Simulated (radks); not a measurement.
Results of a calculation; reference values are marked as such.
All-electron atom: the sulfur ion S3+ in [Ne] 3s2 4f1 (not the ground configuration).

Level of theory: scalar-relativistic Kohn-Sham, r2SCAN, spin-polarised, spherical densities, finite nucleus; open shells are filled with parallel spins first; meta-GGA in the generalised Kohn-Sham scheme; Fermi nuclear charge, rms radius 3.2611 fm (a radial shooting solver on a logarithmic mesh with Libxc functionals).

Energy parts (eV):
| part | energy |
|---|---|
| total | -10760.938 |
| kinetic | 10805.070 |
| electron-nucleus | -25021.520 |
| Hartree | 4112.746 |
| exchange-correlation | -657.234 |

Orbitals (lengths in bohr, moments of r in powers of bohr; r(max) is where P^2 peaks; r(90%) holds 90 % of the orbital's charge):
orbital,occ.,eigenvalue (eV),<1/r>,r(90%),r(max)
1s down,1,-2474.463,15.66,0.173,0.06331
1s up,1,-2474.462,15.66,0.173,0.06331
2s up,1,-269.0619,3.090,0.743,0.3869
2s down,1,-269.0617,3.090,0.743,0.3869
2p down,3,-211.9647,2.974,0.729,0.3252
2p up,3,-211.9645,2.974,0.729,0.3252
3s up,1,-59.3048,0.9295,2.18,1.316
3s down,1,-59.2333,0.9316,2.18,1.314
4f up,1,-11.6203,0.2604,6.35,3.888

The highest occupied level is 4f up at -11.620 eV. The spin density at the nucleus is -0.06797 e/bohr^3 (1s -0.00157, 2s -0.00083, 3s -0.06557). The electron density at the nucleus is 2961 e/bohr^3 (large components only). Spin moment in Bohr magnetons: 1. The density falls to 0.001 e/bohr^3 at r = 4.51 bohr. Summed over all electrons, <r^2> = 28.24 bohr^2, which gives a Langevin (diamagnetic) susceptibility term of -22.4 x 10^-6 cm^3/mol.
